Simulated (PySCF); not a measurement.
diboron tetrafluoride anion (B2F4), SMILES FB(B(F)F)F (connectivity only; charge and spin as stated), charge -1, multiplicity 2. Atoms are numbered in the order given.

```xyz
6

F      0.0000     1.1520    -1.6179
B      0.0000     0.0000    -0.8185
F      0.0000    -1.1520    -1.6179
B      0.0000     0.0000     0.8185
F      0.0000     1.1520     1.6179
F      0.0000    -1.1520     1.6179
```
Charge -1, spin multiplicity 2.

Geometry optimised at PBE-D3(BJ)/def2-SVPD. The spin state was assumed, not searched. One conformer was computed; it need not be the lowest.

Level of theory: PySCF with PBE/pcH-1.

Unrestricted Kohn–Sham, ⟨S²⟩ = 0.752. Hyperfine tensors hold the contact and dipolar terms, without spin-orbit corrections.

Computed hyperfine couplings:
| nucleus | A(iso) (MHz) | A(iso) (G) | dipolar principal values (MHz) |
|---|---|---|---|
| 19F no. 1 | 40.9 | 14.6 | -113.6, -105.4, 219.0 |
| 11B no. 2 | -7.4 | -2.6 | -23.9, -22.4, 46.3 |
| 19F no. 3 | 40.9 | 14.6 | -113.6, -105.4, 219.0 |
| 11B no. 4 | -7.4 | -2.6 | -23.9, -22.4, 46.3 |
| 19F no. 5 | 40.9 | 14.6 | -113.6, -105.4, 219.0 |
| 19F no. 6 | 40.9 | 14.6 | -113.6, -105.4, 219.0 |

Q: And the g tensor (effective nuclear charges for spin-orbit coupling, GIAO)? (An estimate is asked for; the answer gives what the named calculation found.)

A: principal values 2.0020, 2.0045, 2.0047; isotropic 2.0037.
